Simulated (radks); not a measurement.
Results of a calculation; reference values are marked as such.
Q: The mean radii <r> (bohr) of the occupied orbitals of an atom or ion are listed with their occupations. Level of theory: Dirac Kohn-Sham, LDA (Slater exchange, Perdew-Wang correlation), spin-unpolarised, spherical densities, finite nucleus; Fermi nuclear charge, rms radius of each element as measured or else 0.836 A^(1/3) + 0.57 fm (a radial shooting solver on a logarithmic mesh with Libxc functionals).

| orbital | occ. | <r> |
|---|---|---|
| 1s1/2 | 2 | 0.01688 |
| 2s1/2 | 2 | 0.07051 |
| 2p1/2 | 2 | 0.05800 |
| 2p3/2 | 4 | 0.06655 |
| 3s1/2 | 2 | 0.1835 |
| 3p1/2 | 2 | 0.1737 |
| 3p3/2 | 4 | 0.1894 |
| 3d3/2 | 4 | 0.1649 |
| 3d5/2 | 6 | 0.1697 |
| 4s1/2 | 2 | 0.4072 |
| 4p1/2 | 2 | 0.4095 |
| 4p3/2 | 4 | 0.4438 |
| 4d3/2 | 4 | 0.4521 |
| 4d5/2 | 6 | 0.4634 |
| 5s1/2 | 2 | 0.9259 |
| 4f5/2 | 6 | 0.4952 |
| 4f7/2 | 8 | 0.5022 |
| 5p1/2 | 2 | 0.9997 |
| 5p3/2 | 4 | 1.098 |
| 5d3/2 | 3.6 | 1.467 |
| 5d5/2 | 5.4 | 1.522 |

Name the element and its charge. Open shells, if any, are shared by 2j + 1.

A: Z = 79, gold, charge +2: Au2+ in [Xe] 4f14 5d9. The 1s radius gives Z: for a bare nucleus <r> = (2 gamma + 1)/(2Z) with gamma = sqrt(1 - (Z/c)^2), 0.01667 bohr for Z = 79, and screening makes it slightly larger (0.01688 here). The occupations add up to 77, and the charge is Z minus that.
